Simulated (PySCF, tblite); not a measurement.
Isomers of C3H5FOSi. Calculated harmonic vibrations of the isolated species, GFN2-xTB (tblite), most abundant isotopes, no scaling. Errors from tens to a few hundred cm⁻¹ against measured bands are possible. Modes of hydrogen on silicon can be 10 to 20 % off. One conformer each.

Electronic energies: PBE0/pcSseg-1 single points on the GFN2-xTB geometries (PySCF, gas phase).

| SMILES | electronic energy, lowest = 0 (kcal/mol) |
| --- | --- |
| C=CC(=O)[SiH2]F | 7.9 |
| C=C(C=O)[SiH2]F | 0.0 |
| O=C([SiH3])/C=C\F | 48.6 |

**Question.** How do GFN2-xTB zero-point energies change the relative energies?

**Answer.** 
```
           SMILES  ZPE (kcal/mol)  of it from modes above 1550 cm⁻¹  electronic (kcal/mol)  with ZPE, lowest = 0 (kcal/mol)  lowest mode (cm⁻¹)  rings
  C=C(C=O)[SiH2]F            43.1                              24.4                    0.0                              0.0                  62      0
  C=CC(=O)[SiH2]F            43.3                              24.8                    7.9                              8.1                  49      0
O=C([SiH3])/C=C\F            41.8                              23.4                   48.6                             47.2                  30      0
```

The zero-point energies span 1.5 kcal/mol, from `O=C([SiH3])/C=C\F` to `C=CC(=O)[SiH2]F`. The order is unchanged.

**Question.** And how do the electronic energies of GFN2-xTB itself compare?

**Answer.** `C=C(C=O)[SiH2]F` 0.0; `C=CC(=O)[SiH2]F` 4.8; `O=C([SiH3])/C=C\F` 43.5 kcal/mol, lowest = 0. Against the energies above, taken from the same isomer `C=C(C=O)[SiH2]F`, the largest difference is 5.1 kcal/mol.

**Question.** What do entropy and thermal enthalpy add at 298.15 K and 1 bar (rigid rotor, harmonic oscillator, one conformer each)?

**Answer.** 
```
           SMILES  point group  symmetry number  S (cal/(mol K))  H − H(0) (kcal/mol)  ZPE + H − H(0) − TS (kcal/mol)
  C=C(C=O)[SiH2]F           Cs                1             86.7                 5.45                            22.7
  C=CC(=O)[SiH2]F           C1                1             87.1                 5.46                            22.8
O=C([SiH3])/C=C\F           Cs                1             86.1                 5.33                            21.4
```
